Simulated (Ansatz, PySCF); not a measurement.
This triplet is an excited state, 2.42 eV above the relaxed singlet at the level frozen-core CCSD(T)/cc-pVTZ // PBE0-D3(BJ)/def2-TZVP (Ansatz, a program for electronic structure).

Cartesian coordinates (Å):
```xyz
6

C      2.8073    -0.3280     0.1765
N      1.7047     0.0866     0.1756
Si     0.1621     0.8476     0.2176
N     -1.1953    -0.1223    -0.1378
H     -1.6657    -0.0479    -1.0267
H     -1.8130    -0.4360     0.5949
```
Charge 0, spin multiplicity 3.

### Question
What is the computed total energy, dipole moment and highest occupied spin orbital (PBE0-D3(BJ)/def2-TZVP (PySCF))?

### Answer

The total energy comes out as -437.9884 Ha, the dipole moment is 4.75 D and the highest occupied spin orbital comes out as -5.46 eV.
